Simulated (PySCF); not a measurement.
Gas-phase reaction: GaH + N₂ + GaH₃ → 2 GaNH₂

Energies from PySCF, thermal terms from the rigid-rotor harmonic-oscillator model, ideal gas at 1 bar. † marks an energy on the PBE0/def2-TZVP geometry and frequencies; other levels use their own. MP2 and CCSD(T) freeze the core. 6-31G* has spherical d functions here. All species are closed-shell singlets. B3LYP is the form with VWN-RPA correlation. Ga: all electrons, no relativistic terms. GaH, GaH₃, GaNH₂: computed as isolated molecules; such fragments, hydroxides, amides, oligomers or adducts are transient or little studied in the gas. MP2 isn't extrapolated to the basis-set limit. CCSD(T) isn't extrapolated to the basis-set limit.

| level | ΔH°(298 K), kJ |
|---|---|
| B3LYP/6-31G* | -146 |
| CCSD(T)/def2-TZVPP† | -143 |
| MP2/def2-TZVPP† | [?] |
| PBE/def2-SVP | [?] |
| PBE0/def2-SVP† | [?] |
| r2SCAN/def2-TZVP† | -178 |
| ωB97X-V/def2-TZVP† | -146 |

Q: What belongs in the gaps?

A: 
- MP2/def2-TZVPP†, ΔH°(298 K), kJ: -158
- PBE/def2-SVP, ΔH°(298 K), kJ: -179
- PBE0/def2-SVP†, ΔH°(298 K), kJ: -174
